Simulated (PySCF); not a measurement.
Breaking a bond: OH (cation, charge +1), triplet.

Computed with CCSD(T) on UHF/6-31G, 1 core orbital frozen in PySCF.

Relative to R = 1.04 Å, what are the energies at R = 1.21, 1.54, 1.85, 2.81 Å?

9.5 mEh at 1.21 Å, 47.3 mEh at 1.54 Å, 79.6 mEh at 1.85 Å, 137.3 mEh at 2.81 Å.

The unrestricted determinant behind UCCSD(T) is spin-contaminated at 1.39 to 4.19 Å (<S²> up to 3.0, against 2.00 for a pure triplet).
